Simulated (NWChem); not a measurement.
System: WSOF$_{2}$; SMILES [O]=[W]([F])([F])=[S]

def2 effective core potentials on W; no spin-orbit coupling.

Question: Give the equilibrium geometry at PBE0/def2-SVP with def2 effective core potentials on W (NWChem) as an XYZ file, with the point group.

Answer: point group Cs; any orientation.
```
5

W     -0.0473     0.2129     0.0000
O      1.5978     0.5915     0.0000
S     -0.1778    -1.9066     0.0000
F     -0.8011     0.8457     1.5717
F     -0.8011     0.8457    -1.5717
```
